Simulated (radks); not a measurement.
Spherical quantum dot in the effective-mass picture: electrons in a hard-walled sphere of radius 2.37, with a point charge +1 (a donor) at the centre, all in effective atomic units (hartree* = m*/eps^2 hartree, bohr* = eps/m* bohr), one dielectric constant everywhere. Method: non-relativistic Kohn-Sham, PBE, spin-polarised, spherical densities; computed with a radial shooting solver with Libxc functionals. Levels are named by radial order and angular momentum (1s, 1p, 1d, 2s, ...), and open shells are averaged over m. Results are scaled to m* = 0.03 and eps = 17.4, for which hartree* = 2.696 meV and bohr* = 30.69 nm.

N = 24, configuration 1s2 1p6 1d10 2s2 1f(up 4, down 0). This is the lowest configuration that the search found. Occupied and some empty levels:

| level | occupation | eigenvalue (meV) | <r> (nm) |
|---|---|---|---|
| 1s up | 1 | 36.532 | 45.56 |
| 1s down | 1 | 36.714 | 45.20 |
| 1p up | 3 | 38.047 | 49.19 |
| 1p down | 3 | 38.259 | 49.03 |
| 1d up | 5 | 40.392 | 51.35 |
| 1d down | 5 | 40.622 | 51.26 |
| 2s up | 1 | 43.366 | 30.81 |
| 2s down | 1 | 43.432 | 30.99 |
| 1f up | 4 | 43.510 | 53.00 |
| 1f down | 0 | 43.751 | 52.95 |
| 1g up | 0 | 47.340 | 54.35 |
| 1g down | 0 | 47.589 | 54.32 |
| 2p up | 0 | 48.589 | 37.58 |
| 2p down | 0 | 48.681 | 37.57 |
| 2d up | 0 | 53.850 | 41.32 |
| 2d down | 0 | 53.971 | 41.28 |

Energy (meV): total 541.427, kinetic 192.82, external -46.468, Hartree 440.44, exchange-correlation -45.364.

Electron density:

| r (nm) | n(r) (e/nm^3) |
|---|---|
| 3.83 | 0.00005287 |
| 7.45 | 0.00004132 |
| 11.1 | 0.00003217 |
| 14.7 | 0.00002509 |
| 18.3 | 0.00001983 |
| 21.9 | 0.00001628 |
| 25.6 | 0.00001438 |
| 29.2 | 0.00001406 |
| 32.8 | 0.00001521 |
| 36.4 | 0.00001761 |
| 40.1 | 0.00002080 |
| 43.7 | 0.00002407 |
| 47.3 | 0.00002647 |
| 50.9 | 0.00002702 |
| 54.5 | 0.00002497 |
| 58.2 | 0.00002018 |
| 61.8 | 0.00001346 |
| 65.4 | 6.592e-06 |
| 69.1 | 1.725e-06 |
| 72.7 | 3.240e-09 |
